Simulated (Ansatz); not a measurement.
```yaml
crystal:
  periodic: [false, false, false]
  atoms:
    - {symbol: C, position_ang: [-0.131179, 1.328378, -0.303649]}
    - {symbol: S, position_ang: [-0.875860, 0.134641, 0.843951]}
    - {symbol: Ge, position_ang: [0.588358, -1.505207, 0.574202]}
    - {symbol: F, position_ang: [-0.149258, -2.873001, 1.370026]}
    - {symbol: D, position_ang: [0.056119, 0.883034, -1.281229]}
    - {symbol: H, position_ang: [-0.858812, 2.130926, -0.421893]}
    - {symbol: H, position_ang: [0.788641, 1.746645, 0.102573]}
    - {symbol: H, position_ang: [0.674191, -1.902516, -0.939881]}
basis:
  gaussian: {orbitals: ANO-RCC-VTZP}
magnetization: {spin_polarized: true, initial_magnetization: 1}
hamiltonian: {xc: {name: B2PLYP}}
scf: {lower_state_search: full}
```

```sh
$ ansatz run in.yaml --threads 2 --pin off --events-out ev --progress --plain --max-ram 22528MiB --backend cpu
```

It prints (some lines left out):

```
Error: YAML parse error: error: line 8 column 16: `D` is not an element symbol (H … Og, case-exact)
 6 |     - {symbol: Ge, position_ang: [0.588358, -1.505207, 0.574202]}
 7 |     - {symbol: F, position_ang: [-0.149258, -2.873001, 1.370026]}
 8 |     - {symbol: D, position_ang: [0.056119, 0.883034, -1.281229]}
 9 |     - {symbol: H, position_ang: [-0.858812, 2.130926, -0.421893]}
10 |     - {symbol: H, position_ang: [0.788641, 1.746645, 0.102573]}
```

**Question.** What is wrong with this run?

**Answer.** An element symbol is wrong. The program refused the input.
